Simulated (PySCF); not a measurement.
Vertical excitations of a molecule C4H5BFN from PySCF with TDDFT-ωB97X/def2-SVPD, as energy in eV (oscillator strength): 3.72 (0.001), 4.90 (0.000), 5.73 (0.178), 6.26 (0.000), 6.58 (0.343), 6.82 (0.000), 7.36 (0.001), 7.71 (0.015), 8.08 (0.272), 8.23 (0.001). Lowest triplet (TDA): 3.01 eV. The structure is a stationary point at B3LYP-D3(BJ)/def2-SVP. Other conformers were not sampled.

**Question.** Which structure fits?
(A) CC1=CB(F)C=N1
(B) C#CB(F)/C=N/C
(C) FB1C=CCN=C1
(D) CB1C=NC(F)=C1

**Answer.** B, C#CB(F)/C=N/C
